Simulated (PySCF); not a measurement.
Finite-field polarisability of Tl (thallium, neutral)

[Xe] 4f14 5d10 6s2 6p1, 2P determinant. All numbers are calculated (PySCF 2.14, scalar relativity through the core potential, in aug-cc-pwCVTZ-PP with ECP60MDF (8s7p6d4f1g, 96 functions)). Frozen: 5s2 5p6 5d10. Energy changes in a uniform field (μhartree):

| axis | F (au) | HF | MP2 | CCSD | CCSD(T) |
| --- | --- | --- | --- | --- | --- |
| x | 0.0019 | -101.817 | -101.353 | -100.504 | -100.647 |
| x | 0.0038 | -407.805 | -405.925 | -402.512 | -403.081 |
| y | 0.0013 | -99.818 | -97.875 | -96.768 | -96.780 |
| y | 0.0026 | -400.968 | -393.038 | -388.534 | -388.574 |

By symmetry the remaining axis equals x.

(1) Derive α along x at CCSD(T) from the two fields.

(2) And the mean polarisability at each level?

CCSD(T) lies more than 5 % above the reference; correlation of the frozen inner shells, absent here, would lower it, and spin-orbit coupling is absent too.

Spin-orbit coupling, absent here, splits the open shell strongly.

## Answers

(1) With ΔE = −αF²/2 − γF⁴/24, α = −(16 ΔE(F) − ΔE(2F))/(6F²) = 55.74 bohr³.

(2) The components xx, yy, zz at CCSD(T) are 55.74, 114.4, 55.74, the third axis being equal by symmetry to one of the two computed. Means: HF 76.91, MP2 75.98, CCSD 75.23, CCSD(T) 75.29 bohr³. Reference: 50 ± 2 bohr³ (recommended; Schwerdtfeger and Nagle, table of static dipole polarizabilities (2023 update)).
